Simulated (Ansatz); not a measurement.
Reaction (isomerisation): `FCC#C[SiH3]` → `FC1C=C[SiH2]1`

Isolated molecules relaxed with PBE0-D4/def2-TZVP in Ansatz; ΔE leaves out vibrations. CCSD(T)/CBS adds triple-zeta CCSD(T) − MP2 to the extrapolated MP2 energy (def2 sets, frozen cores). Functionals use def2-TZVPP. B3LYP here is the variant with VWN-RPA as its local correlation; programs differ in this.

```
             level  ΔE (kJ/mol)  difference from CCSD(T)/CBS
         r2SCAN-D4        -42.4                         -6.3
          B3LYP-D4        -29.1                          7.0
           ωB97X-V        -47.8                        -11.7
           ωB97M-V        -44.2                         -8.1
               PBE        -46.9                        -10.8
            r2SCAN        -41.8                         -5.7
SCS-MP2/def2-TZVPP        -20.1                         16.0
CCSD(T)/def2-TZVPP        -31.8                          4.3
      HF/CBS(def2)        -10.5                         25.6
     MP2/CBS(def2)        -31.7                          4.4
       CCSD(T)/CBS        -36.1                            0
```

Largest T1 diagnostic among the species: 0.012.

The D4 term adds −6.2 kJ/mol with B3LYP and −3.0 kJ/mol with PBE0; it sums over pairs of atoms, weighted by their polarisabilities, and B3LYP, whose exchange is more repulsive, gets the larger term. In def2-TZVPP, CCSD(T) changes the Hartree–Fock value by −21.9 kJ/mol (the triples alone add −2.0 kJ/mol) and MP2 by −17.5 kJ/mol. From PBE to PBE0 (25 % exact exchange), in def2-TZVPP and without D4, ΔE moves by −5.8 kJ/mol.

CCSD(T)/CBS has its own doubt, a few kJ/mol and more with outer-core shells, so smaller differences from it don't rank the levels.
